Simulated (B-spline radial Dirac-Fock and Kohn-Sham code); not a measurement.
Kohn-Sham estimates against Dirac-Fock for the levels of Pr³⁷⁺

System: Pr³⁷⁺, configuration [Ar] 3d4.

The density-functional columns are spherical, spin-unpolarised Dirac-Kohn-Sham results without Breit or QED terms: −ε is minus the orbital energy of the initial state and ΔSCF the difference of two total energies. The reference in the last column comes from Dirac-Fock energy differences between relaxed states, corrected for Breit and QED terms. All numbers are from a B-spline atomic structure program, in eV; a selection of levels is shown. The Kohn-Sham columns are given as differences from the reference. For the 1s level of heavy atoms much of the gap between ΔSCF and the reference is the Breit and QED part, -166.1 eV here; for other levels the error of the functional can be larger.

```tsv
level	LDA −ε − DF	LDA ΔSCF − DF	Dirac-Fock
K	-292.4	+154.7	43912.3
L1	-151.0	-46.5	8703.1
L2	-116.6	+8.8	8318.6
L3	-121.0	-4.0	7835.8
M1	-69.4	-25.0	3119.9
M2	-49.1	-2.4	2960.9
M3	-49.7	-4.8	2849.6
M4,5	-48.9	+2.0	2611.8
```

Values without a named source are computed, but for edge energies of neutral atoms, which are taken from tables.
